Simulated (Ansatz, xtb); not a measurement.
# C6H9ClO: which of two isomers lies lower

Structure X is `C=C[C@@]1(Cl)CCOC1`, a singlet and structure Y is `C=C[C@@H]1C[C@@H](Cl)CO1`, a singlet. Both are isolated molecules in the gas phase, relaxed with B3LYP-D3(BJ)/def2-SVP, each in the lowest conformer that the search found.

Quicker runs give these differences E(Y) − E(X): GFN2-xTB +1.54 kcal/mol; HF/STO-3G −0.96 kcal/mol (at GFN2-xTB geometries); r2SCAN-D4/def2-SVP −2.25 kcal/mol (at GFN2-xTB geometries).

Q: Which of the two would you expect CCSD(T)/def2-SVP + ΔMP2/def2-TZVPP electronic energies to favour?

A: Too close to call at this level: CCSD(T)/def2-SVP + ΔMP2/def2-TZVPP gives E(Y) − E(X) = −0.82 kcal/mol.

Level by level:

| level | geometry | E(Y) − E(X) (kcal/mol) | departure from the last row (kcal/mol) | job, with rough time for the two |
| --- | --- | --- | --- | --- |
| GFN2-xTB | GFN2-xTB | +1.54 | +2.36 | optimisation, 0.25 s |
| HF/STO-3G | GFN2-xTB | −0.96 | −0.13 | single point, 0.84 s |
| r2SCAN-D4/def2-SVP | GFN2-xTB | −2.25 | −1.43 | single point, 5 s |
| B3LYP-D3(BJ)/def2-SVP | B3LYP-D3(BJ)/def2-SVP | −0.91 | −0.09 | optimisation, 2.2 min |
| HF/def2-SVP | B3LYP-D3(BJ)/def2-SVP | −2.30 | −1.48 | part of the CCSD(T) run |
| MP2/def2-SVP | B3LYP-D3(BJ)/def2-SVP | −0.18 | +0.64 | part of the CCSD(T) run |
| CCSD(T)/def2-SVP | B3LYP-D3(BJ)/def2-SVP | −0.44 | +0.38 | single point |
| CCSD(T)/def2-SVP + ΔMP2/def2-TZVPP | B3LYP-D3(BJ)/def2-SVP | −0.82 |  | single point, 98 s |

As drawn, both hold the same kinds of bond in the same numbers.

The largest departure from CCSD(T)/def2-SVP + ΔMP2/def2-TZVPP is that of GFN2-xTB, 2.36 kcal/mol. The last row adds to CCSD(T) the change of the MP2 difference between the two basis sets, here −0.38 kcal/mol.

With thermal terms from frequencies at re-optimised GFN2-xTB minima (ideal gas, soft modes damped towards free rotors, one conformer each, 298.15 K, 1 atm): the zero-point term adds −0.01 kcal/mol; ΔH is −0.81 and ΔG −1.09 kcal/mol.

The correlated steps freeze 12 core orbitals. Codes used: Ansatz 0.2.0, xtb 6.7.1; the last row on 2 threads of Intel(R) Xeon(R) 6975P-C (Granite Rapids) on a shared host.
